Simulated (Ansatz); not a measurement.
Reaction (redistribution): `[SiH3][O][Cd][Cl]` + `CO[SiH](S)Cl` → `[SH][Cd][Cl]` + `CO[SiH](Cl)O[SiH3]`

Computed with Ansatz on PBE0-D4/def2-TZVP structures; ΔE is electronic, products minus reactants. CCSD(T)/CBS adds triple-zeta CCSD(T) − MP2 to the extrapolated MP2 energy (def2 sets, frozen cores). Functionals use def2-TZVPP. def2 core potentials past Kr. For Cd outer-core shells are correlated without core-valence functions, which leaves a few kJ/mol of doubt a bond. One conformer a species, not always the lowest.

```tsv
level	ΔE (kJ/mol)	difference from CCSD(T)/CBS
r2SCAN-D4	-139.7	3.2
ωB97M-V	-142.5	0.4
PBE	-128.9	14.0
r2SCAN	-139.3	3.6
PBE0	-138.8	4.1
SCS-MP2/def2-TZVPP	-138.7	4.2
CCSD/def2-TZVPP	-142.6	0.3
CCSD(T)/def2-TZVPP	-138.4	4.5
HF/def2-QZVPP	-164.1	-21.2
MP2/def2-QZVPP	-141.7	1.2
CCSD(T)/CBS	-142.9	0
```

Largest T1 diagnostic among the species: 0.014.

From PBE to PBE0 (25 % exact exchange), in def2-TZVPP and without D4, ΔE moves by −9.9 kJ/mol. In def2-TZVPP, CCSD(T) changes the Hartree–Fock value by +25.4 kJ/mol (the triples alone add +4.3 kJ/mol) and MP2 by +24.8 kJ/mol.
